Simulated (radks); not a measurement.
Results of a calculation; reference values are marked as such.
The mean radii <r> (bohr) of the occupied orbitals of an atom or ion are listed with their occupations. Code: a radial shooting solver on a logarithmic mesh with Libxc functionals. Model: non-relativistic Kohn-Sham, PBE, spin-polarised, spherical densities, point nucleus.

| orbital | occ. | <r> |
|---|---|---|
| 1s down | 1 | 0.03545 |
| 1s up | 1 | 0.03545 |
| 2s up | 1 | 0.1547 |
| 2s down | 1 | 0.1547 |
| 2p up | 3 | 0.1325 |
| 2p down | 3 | 0.1325 |
| 3s up | 1 | 0.4274 |
| 3s down | 1 | 0.4274 |
| 3p up | 3 | 0.4216 |
| 3p down | 3 | 0.4215 |
| 3d up | 5 | 0.3985 |
| 3d down | 5 | 0.3983 |
| 4s up | 1 | 1.089 |
| 4s down | 1 | 1.083 |
| 4p up | 3 | 1.187 |
| 4p down | 3 | 1.182 |
| 4d up | 5 | 1.666 |
| 5s up | 1 | 3.309 |
| 5s down | 1 | 3.624 |

Name the element and its charge. Open shells, if any, are filled with parallel spins first.

Answer. Z = 43, technetium, charge 0: Tc in [Kr] 4d5 5s2. The 1s radius gives Z: for a bare nucleus <r> = 1.5/Z, 0.03488 bohr for Z = 43, and screening makes it slightly larger (0.03545 here). The occupations add up to 43, and the charge is Z minus that.
